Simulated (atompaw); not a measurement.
## An all-electron radial function and its pseudo partner (strontium (Sr))

Columns: radius, all-electron u(r) and pseudo u(r) of the 5s shell (level -8.35 eV) of strontium in the configuration [Ar] 3d10 4s2 4p6 4d0 5s1 5p0; PBE, scalar-relativistic, PAW (atompaw) scheme, atompaw 4.2.0.5.

```tsv
r (bohr)	all-electron	pseudo
0.115	-0.1078	-0.0246
0.231	0.0518	-0.0481
0.346	0.1663	-0.0687
0.462	0.1216	-0.0856
0.577	0.0015	-0.0974
0.692	-0.1224	-0.1033
0.808	-0.2162	-0.1028
0.923	-0.2684	-0.0953
1.038	-0.2817	-0.0806
1.154	-0.2627	-0.0587
1.269	-0.2194	-0.0301
1.385	-0.1591	0.0050
1.500	-0.0893	0.0452
1.615	-0.0148	0.0898
1.731	0.0611	0.1381
1.846	0.1342	0.1879
1.962	0.2038	0.2389
2.077	0.2673	0.2888
2.192	0.3248	0.3369
2.308	0.3764	0.3824
2.423	0.4209	0.4236
2.538	0.4592	0.4601
2.654	0.4917	0.4919
2.769	0.5181	0.5182
2.885	0.5394	0.5394
3.000	0.5556	0.5556
```

Task: How many radial nodes do the two functions have?

Result: The all-electron 5s function has n − l − 1 = 4 (the table is too coarse to show those close to the nucleus); the pseudo-wave has 1, since 1 lower shell of the same l stays in the valence.

Task: Is the pseudo-wave norm-conserving?

Result: No, it belongs to a PAW set: the norm inside the radius is not constrained, and the difference is carried by the augmentation charge.
